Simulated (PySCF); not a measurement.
# Spin-rotation constants: `[H]/P=C(/C)[SiH3]`, C₂H₇PSi

Geometry:
```
atom   x (Å)   y (Å)   z (Å)
  C1   1.621  -0.379  -0.212
  C2   0.337   0.376  -0.008
 Si3  -1.195  -0.643   0.370
  P4   0.341   2.053  -0.134
  H5   2.465   0.284  -0.460
  H6   1.519  -1.120  -1.023
  H7   1.888  -0.947   0.695
  H8  -1.475  -1.575  -0.768
  H9  -0.956  -1.483   1.587
 H10  -2.377   0.238   0.595
 H11  -1.049   2.290   0.135
```

Level of theory: PySCF 2.14.0, GIAO BHandHLYP/MINI magnetisability, rotational g tensor and spin-rotation constants, non-relativistic, gas phase. Geometry: PBE0-D3(BJ)/def2-SVP.

**Question.** Give the nuclear spin-rotation constants along the inertial axes (H = +C I·J) beside the isotropic shieldings.

**Answer.** Rotational constants 6.0488, 3.0359, 2.0970 GHz. A star marks the isotopologue with that one atom substituted, in its own axes.
| atom | isotope | Caa (kHz) | Cbb (kHz) | Ccc (kHz) | mean (kHz) | σ (ppm) |
| --- | --- | --- | --- | --- | --- | --- |
| P4 | 31P | 7.938 | 9.476 | 1.694 | 6.369 | 245.3 |
| H5 | 1H | -0.004 | -0.264 | -0.282 | -0.184 | 27.6 |
| H6 | 1H | -0.595 | -0.280 | -0.090 | -0.322 | 28.2 |
| H7 | 1H | -0.633 | -0.281 | -0.076 | -0.330 | 28.2 |
| H8 | 1H | -0.506 | -0.318 | -0.035 | -0.286 | 27.5 |
| H9 | 1H | -0.481 | -0.304 | -0.053 | -0.279 | 27.5 |
| H10 | 1H | -0.709 | 0.099 | -0.254 | -0.288 | 27.4 |
| H11 | 1H | -0.514 | 0.231 | -0.264 | -0.182 | 23.4 |
| C1 | 13C* | 0.700 | 0.297 | 0.190 | 0.396 | 188.7 |
| C2 | 13C* | 2.232 | 1.873 | 0.006 | 1.371 | 41.7 |
| Si3 | 29Si* | -0.852 | -0.560 | -0.568 | -0.660 | 699.6 |

For the geometry as given, no vibrational averaging.
